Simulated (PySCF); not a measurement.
# UHF on Cd (cadmium, neutral)

Configuration: [Kr] 4d10 5s2, closed-shell 1S. Computed with PySCF 2.14 in cc-pVDZ-PP with ECP28MDF (4s4p3d1f, 38 functions), with scalar relativity through the core potential.

```
Total energy             : -166.837750 hartree
One-electron energy      : -297.3479 hartree
Hartree (Coulomb) energy : 145.0787 hartree
Exchange energy          : -14.5685 hartree
⟨S²⟩                     : 0.0000
⟨L²⟩                     : 0.000
Sum of ⟨r⟩               : 26.61 bohr
Sum of ⟨r²⟩              : 49.67 bohr²
Time after the integrals : 0.06 s of wall time on 1 thread of Neoverse-V1 (shared host)
```

```tsv
shell	electrons	mean orbital energy (hartree)	rms radius, mean of both spins (bohr)
4s	2	-4.82315	0.947
4p	6	-3.15484	1.04
4d	10	-0.71909	1.39
5s	2	-0.28067	3.33
```

Energies and moments cover only the electrons outside the core potential.
